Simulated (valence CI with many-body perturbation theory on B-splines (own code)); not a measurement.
## E1 line list for Hf⁶⁴⁺

Level of theory: valence CI with perturbative core correlation (CI+MBPT): six valence electrons over a frozen Dirac-Fock core [He], a basis of 9 s, 9 p, 8 d, 6 f, 3 g, 1 h functions for each j, with the one-electron correlation potential Σ1 (screened to all orders), the two-electron term Σ2, the three-electron term Σ3, Breit, model QED; selected single and double excitations, second order for the rest (own B-spline code, finite nucleus).

The last digits are not significant, and no measured levels were compared; by estimate large intervals hold to a few tenths of a per cent, small ones and those within an open d or f shell to about a per cent. Among the levels kept, up to 4900 cm⁻¹ of a level comes from second order outside the variational space, and about a tenth of that is noise between levels of different J, which matters for small intervals.

Lines 151 to 200 of 201 in falling wavelength, among levels below 9948.2 eV, chosen from the strongest by gf and those to the six lowest levels. Wavelengths and rates use the calculated energies. Electric multipoles are in the length gauge, E1 and E2 with the static RPA response of the core. Weak lines are less certain than strong ones. Lines between different terms over intervals too small for the method are left out, as are lines whose strength nearly cancels. The highest levels of a list are the least certain.

Levels are named by their leading jj configuration (3d3/2^4 stands for four electrons in 3d with j = 3/2), which in mixed levels can hold well under half, so a name can repeat and another be missing. Letters in brackets count levels of one name in rising energy.

```tsv
λ vac (Å)	Upper	Lower	A (s⁻¹)	log gf	Branch %
1.519	(2s 2p1/2^2 2p3/2^2 3s) J=0	(2s 2p1/2^2 2p3/2^3) J=1	9.60e+13	-1.48	92.4
1.519	(2s^2 2p1/2 2p3/2^2 3p3/2) J=2 [a]	(2s 2p1/2^2 2p3/2^3) J=1	3.67e+12	-2.20	25.2
1.519	(2s^2 2p1/2 2p3/2^2 3s) J=3	(2s^2 2p1/2 2p3/2^3) J=2	3.39e+13	-1.09	47.3
1.518	(2s^2 2p1/2 2p3/2^2 3s) J=1 [a]	(2s^2 2p1/2 2p3/2^3) J=1	1.70e+14	-0.75	68.3
1.518	(2s^2 2p1/2 2p3/2^2 3s) J=2 [b]	(2s^2 2p1/2 2p3/2^3) J=2	1.79e+14	-0.51	79.7
1.517	(2s^2 2p1/2^2 2p3/2 3s) J=2	(2s^2 2p1/2^2 2p3/2^2) J=2	9.85e+13	-0.77	100.0
1.517	(2s^2 2p1/2 2p3/2^2 3p3/2) J=1 [a]	(2s 2p1/2^2 2p3/2^3) J=1	8.03e+12	-2.08	54.5
1.515	(2s^2 2p1/2^2 2p3/2 3s) J=1	(2s^2 2p1/2^2 2p3/2^2) J=2	1.64e+14	-0.77	71.0
1.514	(2s^2 2p1/2 2p3/2^2 3s) J=2 [b]	(2s^2 2p1/2 2p3/2^3) J=1	2.52e+13	-1.36	11.2
1.511	(2s 2p1/2^2 2p3/2^2 3s) J=1 [a]	(2s 2p1/2^2 2p3/2^3) J=2	7.51e+13	-1.11	70.7
1.510	(2s 2p1/2^2 2p3/2^2 3s) J=1 [b]	(2s 2p1/2^2 2p3/2^3) J=2	4.47e+13	-1.34	21.7
1.510	(2s^2 2p1/2 2p3/2^2 3p3/2) J=1 [b]	(2s 2p1/2^2 2p3/2^3) J=1	8.58e+12	-2.06	67.4
1.509	(2s 2p1/2^2 2p3/2^2 3s) J=2 [b]	(2s 2p1/2^2 2p3/2^3) J=2	2.12e+12	-2.44	5.1
1.509	(2s^2 2p1/2 2p3/2^2 3s) J=1 [b]	(2s^2 2p1/2 2p3/2^3) J=2	8.39e+13	-1.07	59.2
1.508	(2s^2 2p1/2 2p3/2^2 3p3/2) J=2 [b]	(2s 2p1/2^2 2p3/2^3) J=1	3.10e+08	-6.28	0.0
1.506	(2s^2 2p1/2 2p3/2^2 3s) J=0	(2s^2 2p1/2 2p3/2^3) J=1	1.03e+14	-1.46	100.0
1.506	(2s^2 2p1/2 2p3/2^2 3s) J=1 [b]	(2s^2 2p1/2 2p3/2^3) J=1	1.67e+13	-1.77	11.8
1.505	(2s^2 2p1/2 2p3/2^2 3p3/2) J=3 [a]	(2s 2p1/2^2 2p3/2^3) J=2	3.50e+11	-3.08	13.7
1.504	(2s^2 2p1/2 2p3/2^2 3p3/2) J=2 [a]	(2s 2p1/2^2 2p3/2^3) J=2	6.30e+12	-1.97	43.2
1.504	(2s^2 2p1/2 2p3/2^2 3p3/2) J=2 [c]	(2s 2p1/2^2 2p3/2^3) J=1	2.13e+11	-3.44	8.1
1.504	(2s^2 2p1/2 2p3/2^2 3p3/2) J=1 [c]	(2s 2p1/2^2 2p3/2^3) J=1	1.75e+10	-4.75	0.4
1.502	(2s^2 2p1/2 2p3/2^2 3p3/2) J=1 [a]	(2s 2p1/2^2 2p3/2^3) J=2	3.57e+12	-2.44	24.2
1.501	(2s^2 2p1/2 2p3/2^2 3p3/2) J=3 [b]	(2s 2p1/2^2 2p3/2^3) J=2	3.23e+11	-3.12	12.7
1.495	(2s^2 2p1/2 2p3/2^2 3p3/2) J=1 [b]	(2s 2p1/2^2 2p3/2^3) J=2	9.77e+10	-4.01	0.8
1.493	(2s^2 2p1/2 2p3/2^2 3p3/2) J=2 [b]	(2s 2p1/2^2 2p3/2^3) J=2	3.40e+11	-3.25	7.9
1.490	(2s^2 2p1/2 2p3/2^2 3p3/2) J=2 [c]	(2s 2p1/2^2 2p3/2^3) J=2	4.40e+09	-5.14	0.2
1.489	(2s^2 2p1/2 2p3/2^2 3p3/2) J=1 [c]	(2s 2p1/2^2 2p3/2^3) J=2	2.47e+12	-2.61	55.1
1.442	(2s 2p1/2^2 2p3/2^2 3p1/2) J=2	(2s^2 2p1/2 2p3/2^3) J=2	1.27e+11	-3.70	0.1
1.442	(2s 2p1/2^2 2p3/2^2 3p1/2) J=3	(2s^2 2p1/2 2p3/2^3) J=2	3.24e+10	-4.15	0.0
1.439	(2s 2p1/2^2 2p3/2^2 3p1/2) J=2	(2s^2 2p1/2 2p3/2^3) J=1	4.51e+11	-3.15	0.2
1.426	(2s 2p1/2^2 2p3/2^2 3p1/2) J=1	(2s^2 2p1/2 2p3/2^3) J=2	1.33e+12	-2.92	0.2
1.423	(2s^2 2p1/2^2 2p3/2 3d3/2) J=1	(2s^2 2p1/2^2 2p3/2^2) J=0	1.16e+14	-0.98	32.5
1.423	(2s 2p1/2^2 2p3/2^2 3p1/2) J=1	(2s^2 2p1/2 2p3/2^3) J=1	2.52e+11	-3.64	0.0
1.416	(2s^2 2p1/2^2 2p3/2 3d3/2) J=2	(2s^2 2p1/2^2 2p3/2^2) J=2	1.16e+14	-0.76	99.2
1.414	(2s^2 2p1/2^2 2p3/2 3d3/2) J=3	(2s^2 2p1/2^2 2p3/2^2) J=2	2.26e+13	-1.32	96.4
1.414	(2s^2 2p1/2^2 2p3/2 3d3/2) J=1	(2s^2 2p1/2^2 2p3/2^2) J=2	2.40e+14	-0.67	67.3
1.404	(2s^2 2p1/2^2 2p3/2 3d5/2) J=1	(2s^2 2p1/2^2 2p3/2^2) J=0	1.25e+15	0.05	92.0
1.399	(2s^2 2p1/2^2 2p3/2 3d5/2) J=2	(2s^2 2p1/2^2 2p3/2^2) J=2	9.14e+14	0.13	100.0
1.397	(2s^2 2p1/2^2 2p3/2 3d5/2) J=3	(2s^2 2p1/2^2 2p3/2^2) J=2	2.04e+15	0.62	100.0
1.395	(2s^2 2p1/2^2 2p3/2 3d5/2) J=1	(2s^2 2p1/2^2 2p3/2^2) J=2	1.09e+14	-1.02	8.0
1.327	(2s^2 2p1/2 2p3/2^2 3s) J=1 [a]	(2s^2 2p1/2^2 2p3/2^2) J=0	2.26e+11	-3.75	0.1
1.321	(2s^2 2p1/2 2p3/2^2 3s) J=2 [a]	(2s^2 2p1/2^2 2p3/2^2) J=2	2.14e+13	-1.55	37.5
1.319	(2s^2 2p1/2 2p3/2^2 3s) J=1 [a]	(2s^2 2p1/2^2 2p3/2^2) J=2	4.46e+13	-1.46	17.9
1.318	(2s^2 2p1/2 2p3/2^2 3s) J=1 [b]	(2s^2 2p1/2^2 2p3/2^2) J=0	4.09e+13	-1.50	28.8
1.317	(2s^2 2p1/2 2p3/2^2 3s) J=3	(2s^2 2p1/2^2 2p3/2^2) J=2	3.77e+13	-1.16	52.6
1.316	(2s^2 2p1/2 2p3/2^2 3s) J=2 [b]	(2s^2 2p1/2^2 2p3/2^2) J=2	2.05e+13	-1.57	9.1
1.310	(2s^2 2p1/2 2p3/2^2 3s) J=1 [b]	(2s^2 2p1/2^2 2p3/2^2) J=2	2.64e+11	-3.69	0.2
1.259	(2s 2p1/2^2 2p3/2^2 3p1/2) J=2	(2s^2 2p1/2^2 2p3/2^2) J=2	1.92e+14	-0.64	98.2
1.259	(2s 2p1/2^2 2p3/2^2 3p1/2) J=3	(2s^2 2p1/2^2 2p3/2^2) J=2	4.80e+14	-0.10	99.2
1.254	(2s 2p1/2^2 2p3/2^2 3p1/2) J=1	(2s^2 2p1/2^2 2p3/2^2) J=0	3.35e+13	-1.63	5.0
```

How does gf follow from A for the line at 1.416 Å?

gf = 1.4992 × (2J+1)_upper × A / σ², with σ = 70645997 cm⁻¹ and 2J+1 = 5: gf = 0.175.
